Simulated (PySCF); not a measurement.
C2H5O, SMILES CC[O-], charge -1.

Coordinates come from a PBE0-D3(BJ)/def2-SVPD optimisation.

All values below come from PySCF with PBE/def2-TZVPD.

Symmetry labels are those of the subgroup Cs that the program uses (full group Cs).

Computed valence orbital energies around the gap with their symmetry:
| orbital | symmetry | energy (eV) |
|---|---|---|
| HOMO−7 | A' | -8.43 |
| HOMO−6 | A" | -5.36 |
| HOMO−5 | A' | -4.90 |
| HOMO−4 | A' | -3.55 |
| HOMO−3 | A" | -3.00 |
| HOMO−2 | A' | -2.44 |
| HOMO−1 | A' | 1.45 |
| HOMO | A" | 1.59 |
| LUMO | A' | 3.81 |
| LUMO+1 | A' | 4.43 |
| LUMO+2 | A" | 5.08 |
| LUMO+3 | A' | 5.18 |
